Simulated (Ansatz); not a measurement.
Li2H2S2⁺, that is (LiSH)2 ring with one electron fewer, relaxed as a doublet with UKS PBE-D4/def2-TZVP in Ansatz, starting from the PBE-D4/def2-TZVP geometry of the neutral singlet. Force threshold 0.02 eV/Å.

Start:

```xyz
6

Li    1.1191    0.5789    0.4980
S     0.6589    0.5595   -1.7770
Li   -1.2447    0.1522   -0.5128
S    -0.8198    0.3765    1.7582
H     0.9975   -0.7278   -2.0256
H    -0.7110   -0.9393    2.0592
```

Task: Estimate the energy that the relaxation releases and the steps that it takes.

Result: 0.88 eV, in 9 steps; 8 s on 4 threads of Arm Neoverse V2 on a shared host. No frequencies were taken in this run, so the end may be a saddle point.

Task: Does the start keep its bonding and symmetry?

Result: By distances, no bond broke or formed, bridged metal pairs apart. The bond that changes most is S2–Li3, from 2.32 to 2.40 Å (atoms count from 1). Metal–metal contacts that move far: Li1–Li3 2.61 to 3.75 Å. Point group C2v at the start, C2v at the end, both within 0.05 Å.

Task: Predict the relaxed structure.

Result: 
```xyz
6

Li    1.594    0.932    0.715
S     0.505    0.425   -1.361
Li   -1.809    0.318   -0.740
S    -0.627    0.285    1.346
H     0.759   -0.907   -1.393
H    -0.422   -1.053    1.432
```
Bond lengths (bridged metal pairs left out): 4 × Li–S 2.40 Å; 2 × H–S 1.36 Å.
